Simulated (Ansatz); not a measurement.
isocyanic acid (SMILES N=C=O) moved off its minimum; all values from Ansatz (a quantum-chemistry and plane-wave program), cores frozen in correlated methods.
(charge 0, multiplicity 1)
```xyz
4

N     -1.0852     0.2247     0.2266
C      0.0853    -0.0387    -0.0691
O      1.1707    -0.1931    -0.3613
H     -1.7283    -0.2690     0.8781
```

Task: Give the forces (eV/Å), the total energy and the dipole at CCSD(T)/aug-cc-pVTZ.

Result: 
```
atom      Fx      Fy      Fz
----  ------  ------  ------
N1     0.196  -0.425   0.130
C2    -5.155   0.283   2.139
O3     3.709  -0.362  -1.313
H4     1.249   0.503  -0.956
```
Energy -168.4406 hartree, dipole 1.89 D.
